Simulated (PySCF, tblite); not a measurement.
Isomers of C7H4F2N (doublet state), one GFN2-xTB conformer each. Single-point energies are computed at B3LYP/pcH-1 (PySCF, gas phase, no added dispersion term), electronic only. GFN2-xTB treats the open shell by occupation alone, and not every SCF solution was tested for stability.

```csv
SMILES,GFN2-xTB relative energy (kJ/mol)
C=C1[C](F)[C@@H](F)C=C1C#N,0.0
C#C[C@@H]1[C@H](C#N)[C@H]1[C](F)F,157.3
[CH2][C@@H]1C(C#N)=CC(F)=C1F,63.4
```

Conformers: `[CH:1]#[C:2][C@@H:3]1[C@H:4]([C:5]#[N:6])[C@H:7]1[C:8]([F:9])[F:10]` (doublet state) with C4–C7–C8–F9 -168°; `[CH2:1][C@@H:2]1[C:3]([C:4]#[N:5])=[CH:6][C:7]([F:8])=[C:9]1[F:10]` (doublet state) with H–C1–C2–C3 78° and -89°.

Problem. What does B3LYP/pcH-1 give for the same structures?

Solution. 
```csv
SMILES,B3LYP/pcH-1 E (Eh),B3LYP/pcH-1 (kJ/mol),GFN2-xTB (kJ/mol),point group
C=C1[C](F)[C@@H](F)C=C1C#N,-523.50509,0.0,0.0,C1
[CH2][C@@H]1C(C#N)=CC(F)=C1F,-523.47757,72.2,63.4,C1
C#C[C@@H]1[C@H](C#N)[C@H]1[C](F)F,-523.43180,192.4,157.3,C1
```

Both levels put the same isomer lowest; measured from each level's own lowest isomer, the values differ by up to 35.1 kJ/mol (C#C[C@@H]1[C@H](C#N)[C@H]1[C](F)F: 157.3 against 192.4). As drawn, the highest has a three-membered ring and two fluorines on one carbon, which the lowest lacks.

Problem. What happens when harmonic zero-point energies from GFN2-xTB frequencies are added?

Solution. 
```tsv
SMILES	ZPE (kJ/mol)	electronic (kJ/mol)	with ZPE (kJ/mol)
C=C1[C](F)[C@@H](F)C=C1C#N	230.3	0.0	0.0
[CH2][C@@H]1C(C#N)=CC(F)=C1F	226.7	72.2	68.7
C#C[C@@H]1[C@H](C#N)[C@H]1[C](F)F	225.9	192.4	188.0
```

The zero-point energies span 4.4 kJ/mol. The order is unchanged.
